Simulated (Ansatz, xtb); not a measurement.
Two conformers of CH4F2Si

Structure a: `FC[SiH2]F`, a singlet. Structure b: `FC[SiH2]F`, a singlet. Both are isolated molecules in the gas phase, relaxed with PBE0-D3(BJ)/pcseg-1.

a (Å):

```yaml
atoms:
  - { symbol: C, position_ang: [-1.9329, -1.0416, 1.7364] }
  - { symbol: F, position_ang: [-1.2466, 0.1073, 2.1344] }
  - { symbol: F, position_ang: [-1.5733, -3.3792, 0.1703] }
  - { symbol: Si, position_ang: [-0.7639, -2.0363, 0.6341] }
  - { symbol: H, position_ang: [-2.8451, -0.7347, 1.2072] }
  - { symbol: H, position_ang: [-2.2311, -1.5964, 2.6361] }
  - { symbol: H, position_ang: [0.4431, -2.4494, 1.3951] }
  - { symbol: H, position_ang: [-0.4036, -1.2573, -0.5784] }
```

b (Å):

| atom | x (Å) | y (Å) | z (Å) |
| --- | --- | --- | --- |
| C | -1.0255 | -0.3462 | -0.3755 |
| F | -1.0899 | 0.1267 | -1.6816 |
| F | 1.8306 | -0.4741 | -0.0715 |
| Si | 0.5030 | -1.4200 | -0.1223 |
| H | -1.9365 | -0.9300 | -0.1736 |
| H | -1.0249 | 0.5168 | 0.3058 |
| H | 0.6564 | -2.3807 | -1.2444 |
| H | 0.3803 | -2.1097 | 1.1928 |

Question: Estimate E(b) − E(a) at the level CCSD(T)/def2-TZVP.

Answer: Too close to call at this level: CCSD(T)/def2-TZVP gives E(b) − E(a) = +0.10 kcal/mol.

How the difference moves with the method:

```tsv
level	geometry	E(b) − E(a) (kcal/mol)	departure from the last row (kcal/mol)	job, with rough time for the two
PBE0-D3(BJ)/pcseg-1	PBE0-D3(BJ)/pcseg-1	+0.46	+0.36	optimisation, 20 s
HF/def2-TZVP	PBE0-D3(BJ)/pcseg-1	+0.23	+0.13	part of the CCSD(T) run
MP2/def2-TZVP	PBE0-D3(BJ)/pcseg-1	+0.12	+0.01	part of the CCSD(T) run
CCSD(T)/def2-TZVP	PBE0-D3(BJ)/pcseg-1	+0.10		single point, 56 s
```

The largest departure from CCSD(T)/def2-TZVP is that of PBE0-D3(BJ)/pcseg-1, 0.36 kcal/mol. Levels run at GFN2-xTB geometries aren't shown.

With harmonic frequencies from PBE0-D3(BJ)/pcseg-1 (ideal gas, rigid rotor, one conformer each, 298.15 K, 1 atm): on the last row, ΔE + ΔZPE = +0.04, ΔH = +0.01, ΔG = +0.08 kcal/mol.

The correlated steps freeze 8 core orbitals. Mirror images aren't counted in ΔG. Run with Ansatz 0.2.0; the last row on 2 threads of Arm Neoverse V1 on a shared host.
